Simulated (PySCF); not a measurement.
Si(CCH)(F)2(Me), C3H4F2Si, SMILES C#C[Si](F)(C)F (PBE0/def2-SVP optimised geometry):

```
10

C      1.232    -0.771     0.038
C      0.017    -0.746     0.000
Si    -1.805    -0.746     0.000
C     -2.541    -1.659     1.419
F     -2.308    -1.381    -1.397
F     -2.308     0.788     0.000
H      2.308    -0.788     0.065
H     -2.228    -1.207     2.372
H     -3.640    -1.637     1.366
H     -2.214    -2.710     1.412
```

Method: PBE0/def2-TZVP (PySCF).

Problem. What are the frontier orbital energies and the dipole moment?

Solution. HOMO-2 -10.02 eV, HOMO-1 -8.81 eV, HOMO -8.76 eV, LUMO -0.57 eV, LUMO+1 -0.47 eV; dipole moment 2.65 D.

On the same geometry PBE/def2-TZVP (PySCF) gives HOMO-2 -8.47 eV, HOMO-1 -7.55 eV, HOMO -7.51 eV, LUMO -1.53 eV, LUMO+1 -1.43 eV; dipole moment 2.52 D.

Meta-Löwdin charges at PBE0/def2-TZVP: C1 -0.12, C2 -0.33, Si3 1.46, C4 -0.65, F5 -0.50, F6 -0.50, H7 0.18, H8 0.15, H9 0.15, H10 0.15.
